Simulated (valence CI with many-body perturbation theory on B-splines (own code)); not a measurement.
## Zr27+: calculated level list

Level of theory: valence CI with perturbative core correlation (CI+MBPT): three valence electrons over a frozen Dirac-Fock core [Ne], radial functions for each j: 11 s, 11 p, 10 d, 8 f, 5 g, 2 h, with the one-electron correlation potential Σ1 (screened to all orders), the two-electron term Σ2, the three-electron term Σ3, Breit, model QED; selected single and double excitations, second order for the rest, scaled by the run's own slope (own B-spline code, finite nucleus).

No measured spectrum was set against this ion. As an estimate, large intervals hold to a few tenths of a per cent, small ones and those within an open d or f shell to about a per cent.

Levels 1 to 45 of 153, with energies above the lowest level, 3s²3p ²P°_1/2. "Leading %" is the weight of the configuration and term that name the level; weights of strongly mixed levels are sums over their largest components and can fall short. In the jj column 3d3/2^4 stands for four electrons in 3d with j = 3/2.

```
No.  Configuration  Term    J  E (cm⁻¹)  Leading %                Leading jj      g
  1          3s²3p   ²P°  1/2         0         98         3s^2 3p1/2 (98 %)  0.662
  2          3s²3p   ²P°  3/2    161740         98         3s^2 3p3/2 (98 %)  1.331
  3          3s3p²    ⁴P  1/2    496160         86         3s 3p1/2^2 (78 %)  2.541
  4          3s3p²    ⁴P  3/2    593030         97     3s 3p1/2 3p3/2 (96 %)  1.708
  5          3s3p²    ⁴P  5/2    642330         70     3s 3p1/2 3p3/2 (84 %)  1.476
  6          3s3p²    ²D  3/2    730430         77     3s 3p1/2 3p3/2 (76 %)  0.858
  7          3s3p²    ²D  5/2    799930         58         3s 3p3/2^2 (78 %)  1.316
  8          3s3p²    ²P  1/2    806770         67     3s 3p1/2 3p3/2 (71 %)  1.156
  9          3s3p²    ²P  3/2    968340         72         3s 3p3/2^2 (50 %)  1.198
 10          3s3p²    ²S  1/2    968930         65         3s 3p3/2^2 (88 %)  1.631
 11          3s²3d    ²D  3/2   1035000         61         3s^2 3d3/2 (61 %)  0.893
 12          3s²3d    ²D  5/2   1051100         84         3s^2 3d5/2 (84 %)  1.200
 13            3p³   ²D°  3/2   1277500         32      3p1/2^2 3p3/2 (78 %)  1.217
 14            3p³   ²D°  5/2   1365200         48      3p1/2 3p3/2^2 (48 %)  1.172
 15         3s3p3d   ⁴F°  3/2   1368600         60     3s 3p1/2 3d3/2 (70 %)  0.820
 16            3p³   ⁴S°  3/2   1393800         40      3p1/2 3p3/2^2 (58 %)  1.163
 17         3s3p3d   ⁴F°  5/2   1413300         77     3s 3p1/2 3d5/2 (41 %)  1.071
 18         3s3p3d   ⁴F°  7/2   1458200         83     3s 3p1/2 3d5/2 (70 %)  1.254
 19         3s3p3d   ⁴P°  5/2   1485500         54     3s 3p1/2 3d5/2 (85 %)  1.456
 20         3s3p3d   ⁴D°  3/2   1486600         57     3s 3p1/2 3d3/2 (58 %)  1.344
 21         3s3p3d   ⁴D°  1/2   1489200         75     3s 3p1/2 3d3/2 (72 %)  0.316
 22            3p³   ²P°  1/2   1499700         75      3p1/2 3p3/2^2 (75 %)  0.616
 23         3s3p3d   ⁴F°  9/2   1555200        100    3s 3p3/2 3d5/2 (100 %)  1.331
 24            3p³   ²P°  3/2   1575100         34            3p3/2^3 (38 %)  1.223
 25         3s3p3d   ²F°  5/2   1577500         73     3s 3p1/2 3d5/2 (46 %)  0.947
 26         3s3p3d   ⁴D°  7/2   1600700         82     3s 3p3/2 3d5/2 (56 %)  1.389
 27         3s3p3d   ⁴D°  5/2   1601200         61     3s 3p3/2 3d3/2 (78 %)  1.341
 28         3s3p3d   ⁴P°  1/2   1603800         90     3s 3p3/2 3d3/2 (96 %)  2.413
 29         3s3p3d   ⁴P°  3/2   1606100         33     3s 3p3/2 3d3/2 (51 %)  1.314
 30         3s3p3d   ⁴P°  3/2   1611200         32     3s 3p3/2 3d3/2 (43 %)  1.210
 31         3s3p3d   ²D°  5/2   1654000         55     3s 3p3/2 3d5/2 (84 %)  1.255
 32         3s3p3d   ²F°  7/2   1720900         99     3s 3p3/2 3d5/2 (66 %)  1.142
 33         3s3p3d   ²D°  3/2   1727400         47     3s 3p1/2 3d3/2 (24 %)  1.083
 34         3s3p3d   ²F°  7/2   1796800         91     3s 3p3/2 3d5/2 (65 %)  1.157
 35         3s3p3d   ²F°  5/2   1801800         86     3s 3p3/2 3d3/2 (82 %)  0.898
 36         3s3p3d   ²P°  1/2   1804000         89     3s 3p3/2 3d5/2 (63 %)  0.647
 37         3s3p3d   ²P°  1/2   1833600         84     3s 3p3/2 3d3/2 (62 %)  0.659
 38         3s3p3d   ²P°  3/2   1854600         75     3s 3p3/2 3d5/2 (78 %)  1.225
 39         3s3p3d   ²D°  5/2   1861900         73     3s 3p3/2 3d5/2 (77 %)  1.152
 40         3s3p3d   ²P°  3/2   1870100         33     3s 3p3/2 3d3/2 (37 %)  1.107
 41          3p²3d    ⁴F  3/2   2035300         59      3p1/2^2 3d3/2 (88 %)  0.662
 42          3p²3d    ⁴F  5/2   2085900         38      3p1/2^2 3d5/2 (71 %)  1.129
 43          3p²3d    ²F  5/2   2118500         58  3p1/2 3p3/2 3d3/2 (84 %)  0.914
 44          3p²3d    ²F  7/2   2149500         52  3p1/2 3p3/2 3d3/2 (65 %)  1.140
 45          3p²3d    ²P  3/2   2150800         46  3p1/2 3p3/2 3d3/2 (86 %)  1.043
```

Names give the largest LS component (configuration and term), which can be under half, so a name can repeat, a term be missing and a line seem to break the LS rules; names also repeat where a configuration has a term twice.

Where two levels of one J and parity lie close, their mixing, g and order are uncertain.

The ionisation energy to 3s² ¹S0 of the next ion comes out as 1404.8 eV (NIST: 1392 ± 7 eV (semi-empirical)). All 153 levels together are meant to be complete up to 5565300 cm⁻¹.
